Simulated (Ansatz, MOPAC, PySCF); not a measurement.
Isomers of CH7BSi. All species are isolated molecules in the gas phase. One relaxed conformer stands for each flexible species; it need not be the lowest. Strings in code marks are SMILES.

Quantity: electronic energy of isomers of CH7BSi relative to `BC[SiH3]`, in kJ/mol. Semi-empirical values (MOPAC) are differences of heats of formation.

Level 1: B3LYP/cc-pVTZ // PBE0-D3(BJ)/def2-TZVP (Ansatz, a quantum-chemistry and plane-wave program)
Level 2: LDA/cc-pVTZ // PBE0-D3(BJ)/def2-TZVP (Ansatz)
Level 3: PBE-D3(BJ)/def2-TZVP // PBE0-D3(BJ)/def2-TZVP (PySCF)
Level 4: AM1 // PBE0-D3(BJ)/def2-TZVP (MOPAC)

```
species     level 1  level 2  level 3  level 4
----------  -------  -------  -------  -------
`CB[SiH3]`    25.01    20.82    22.46     42.4
`B[SiH2]C`     43.1     48.3     42.8     51.4
```
